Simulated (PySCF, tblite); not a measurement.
Isomers of C5H9F3N (doublet state). Computed with GFN2-xTB (tblite): harmonic, unscaled wavenumbers at the GFN2-xTB geometry, gas phase. The method is semi-empirical: single wavenumbers can be off by several per cent or more. One conformer each. Open shells enter through the occupations alone, without spin polarisation, and single modes of such species can be off by tens of per cent.

Electronic energies: B3LYP/pcH-1 single points on the GFN2-xTB geometries (PySCF, gas phase).

```
               SMILES  electronic energy, lowest = 0 (kcal/mol)
      CCNC[C](F)C(F)F                                      20.5
[CH2]NC(C)(C)C(F)(F)F                                       0.0
  C[N]C(C)(C)C(F)(F)F                                       5.1
```

**Question.** How do GFN2-xTB zero-point energies change the relative energies?

**Answer.** 
| SMILES | ZPE (kcal/mol) | of it from modes above 1550 cm⁻¹ | electronic (kcal/mol) | with ZPE, lowest = 0 (kcal/mol) | lowest mode (cm⁻¹) | rings |
| --- | --- | --- | --- | --- | --- | --- |
| [CH2]NC(C)(C)C(F)(F)F | 85.0 | 40.1 | 0.0 | 0.0 | 50 | 0 |
| C[N]C(C)(C)C(F)(F)F | 84.8 | 38.6 | 5.1 | 4.8 | 57 | 0 |
| CCNC[C](F)C(F)F | 85.4 | 38.2 | 20.5 | 20.9 | 36 | 0 |

The zero-point energies span 0.6 kcal/mol, from `C[N]C(C)(C)C(F)(F)F` to `CCNC[C](F)C(F)F`. The order is unchanged.

**Question.** And how do the electronic energies of GFN2-xTB itself compare?

**Answer.** `[CH2]NC(C)(C)C(F)(F)F` 2.0; `C[N]C(C)(C)C(F)(F)F` 0.0; `CCNC[C](F)C(F)F` 16.3 kcal/mol, lowest = 0. Against the energies above, taken from the same isomer `[CH2]NC(C)(C)C(F)(F)F`, the largest difference is 7.1 kcal/mol.

**Question.** What do entropy and thermal enthalpy add at 298.15 K and 1 bar (rigid rotor, harmonic oscillator, one conformer each)?

**Answer.** 
| SMILES | point group | symmetry number | S (cal/(mol K)) | H − H(0) (kcal/mol) | ZPE + H − H(0) − TS (kcal/mol) |
| --- | --- | --- | --- | --- | --- |
| [CH2]NC(C)(C)C(F)(F)F | C1 | 1 | 101.1 | 7.38 | 62.2 |
| C[N]C(C)(C)C(F)(F)F | C1 | 1 | 100.9 | 7.28 | 62.0 |
| CCNC[C](F)C(F)F | C1 | 1 | 107.1 | 7.43 | 60.9 |

S holds R ln(2S + 1) for the spin.
